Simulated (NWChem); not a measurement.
# Total energies of Br (-1)

```xyz
1

Br     0.0000     0.0000     0.0000
```
Charge -1, spin multiplicity 1.

Program: NWChem.

Basis set: def2-TZVPD (57 functions).

| method | total energy (Ha) |
|---|---|
| RHF | -2572.48698 |
| MP2 | -2572.77140 |
| B2PLYP | -2573.85638 |
| PBE | -2573.84988 |
| B3LYP | -2574.27195 |
| BP86 | -2574.51570 |
| CCSD(T) | -2572.78620 |

Total energies of different functionals aren't comparable as a measure of quality: only differences taken within one method are. 

The Hamiltonian is non-relativistic. The correlated methods keep 9 core orbitals frozen. B3LYP has NWChem's definition, with VWN1-RPA local correlation. Coupled-cluster values serve here as a point of comparison, not as the truth.
